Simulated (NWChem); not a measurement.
The numbers come from NWChem runs, not from measurements. System: AgCl, charge 0, spin multiplicity 1, at a geometry optimised with PBE/def2-SVP with def2 effective core potentials on Ag. The structure started from a generated list of species.

Input file:

```
start mol
memory heap 200 mb stack 700 mb global 1700 mb
geometry units angstroms nocenter noautoz
  Ag     0.000000     0.000000    -0.611161
  Cl     0.000000     0.000000     1.689679
  symmetry group C2v
end
basis spherical
  * library def2-qzvp
end
ecp
  Ag library def2-ecp
end
basis "ri basis" bse spherical
  * library def2-qzvp-rifit
end
dft
  xc pbe0
  iterations 100
  direct
  tolerances tight
end
task dft energy
gw
  states alpha occ 4 vir 2
end
task dft gw
```

The output up to the point where the run's verdict is printed (cleaned and shortened):

```
             Northwest Computational Chemistry Package (NWChem) 7.3.0
             --------------------------------------------------------

                                NWChem Input Module
                                -------------------

 Scaling coordinates for geometry "geometry" by  1.889725989
 (inverse scale =  0.529177249)

 Turning off AUTOSYM since
 SYMMETRY directive was detected!

                             Geometry "geometry" -> ""
                             -------------------------

 Output coordinates in angstroms (scale by  1.889725989 to convert to a.u.)

  No.       Tag          Charge          X              Y              Z
 ---- ---------------- ---------- -------------- -------------- --------------
    1 Ag                  47.0000     0.00000000     0.00000000    -0.61116100
    2 Cl                  17.0000     0.00000000     0.00000000     1.68967900

 Effective nuclear repulsion energy (a.u.)     183.7644607842

            Nuclear Dipole moment (a.u.)
            ----------------------------
        X                 Y               Z
 ---------------- ---------------- ----------------
     0.0000000000     0.0000000000    -0.0000453534

      Symmetry information
      --------------------

 Group name             C2v
 Group number             16
 Group order               4
 No. of unique centers     2

      Symmetry unique atoms

     1    2


 Summary of "ao basis" -> "" (spherical)
 ------------------------------------------------------------------------------
       Tag                 Description            Shells   Functions and Types
 ---------------- ------------------------------  ------  ---------------------
 *                         def2-qzvp                  on all atoms

 Summary of "ri basis" -> "" (spherical)
 ------------------------------------------------------------------------------
       Tag                 Description            Shells   Functions and Types
 ---------------- ------------------------------  ------  ---------------------
 *                      def2-qzvp-rifit               on all atoms
[...]
    24     -0.157688  1 Ag d -1              89      0.144454  2 Cl py
    29     -0.116731  1 Ag d -1              34     -0.073967  1 Ag d -1
    15      0.047496  1 Ag py                 9     -0.040453  1 Ag py

 Vector   19  Occ=0.000000D+00  E=-1.177204D-01  Symmetry=a1
              MO Center=  1.8D-15,  1.6D-15, -1.1D+00, r^2= 4.0D+00
   Bfn.  Coefficient  Atom+Function         Bfn.  Coefficient  Atom+Function
  ----- ------------  ---------------      ----- ------------  ---------------
     6      0.479272  1 Ag s                  7      0.366414  1 Ag s
     3     -0.279565  1 Ag s                  5      0.248225  1 Ag s
    19     -0.236686  1 Ag pz                 4     -0.203411  1 Ag s
    96      0.166013  2 Cl pz                93      0.151058  2 Cl pz
     2      0.142317  1 Ag s                 16     -0.136429  1 Ag pz

 Vector   20  Occ=0.000000D+00  E=-6.706857D-03  Symmetry=b1
              MO Center= -5.5D-16, -4.1D-18, -7.9D-01, r^2= 9.7D+00
   Bfn.  Coefficient  Atom+Function         Bfn.  Coefficient  Atom+Function
  ----- ------------  ---------------      ----- ------------  ---------------
    20      0.608601  1 Ag px                17      0.471353  1 Ag px
    97     -0.189637  2 Cl px                14      0.163761  1 Ag px
     8     -0.135236  1 Ag px                91     -0.105040  2 Cl px
    11     -0.073844  1 Ag px                82      0.054456  2 Cl px
    41      0.048573  1 Ag d  1              94     -0.039600  2 Cl px

 Vector   21  Occ=0.000000D+00  E=-6.706857D-03  Symmetry=b2
              MO Center=  2.8D-21, -1.8D-15, -7.9D-01, r^2= 9.7D+00
   Bfn.  Coefficient  Atom+Function         Bfn.  Coefficient  Atom+Function
  ----- ------------  ---------------      ----- ------------  ---------------
    21      0.608601  1 Ag py                18      0.471353  1 Ag py
    98     -0.189637  2 Cl py                15      0.163761  1 Ag py
     9     -0.135236  1 Ag py                92     -0.105040  2 Cl py
    12     -0.073844  1 Ag py                83      0.054456  2 Cl py
    39     -0.048573  1 Ag d -1              95     -0.039600  2 Cl py

 center of mass
 --------------
 x =   0.00000000 y =   0.00000000 z =  -0.08324966

 moments of inertia (a.u.)
 ------------------
         498.135637850487           0.000000000000           0.000000000000
           0.000000000000         498.135637850487           0.000000000000
           0.000000000000           0.000000000000           0.000000000000

     Multipole analysis of the density
     ---------------------------------

     L   x y z        total         alpha         beta         nuclear
     -   - - -        -----         -----         ----         -------
     0   0 0 0     -0.000000    -18.000000    -18.000000     36.000000

     1   1 0 0     -0.000000     -0.000000     -0.000000      0.000000
     1   0 1 0      0.000000      0.000000      0.000000      0.000000
     1   0 0 1     -2.235347    -17.286626    -17.286626     32.337906

     2   2 0 0    -23.533574    -11.766787    -11.766787      0.000000
     2   1 1 0     -0.000000     -0.000000     -0.000000      0.000000
     2   1 0 1      0.000000      0.000000      0.000000      0.000000
     2   0 2 0    -23.533574    -11.766787    -11.766787      0.000000
     2   0 1 1      0.000000      0.000000      0.000000      0.000000
     2   0 0 2    -24.652793   -111.659290   -111.659290    198.665788

 Task  times  cpu:       26.7s     wall:       26.7s

                                NWChem Input Module
                                -------------------

                                 NWChem GW Module
                                 ----------------

                             ***********************
                             ***        GW       ***
                             ***********************

  bas_tag_lib: failed to locate basis ag_def2-qzvp-rifit in file libraries.bse/
```

The run crashed. NWChem stopped with the message: bas_tag_lib: no such basis available.
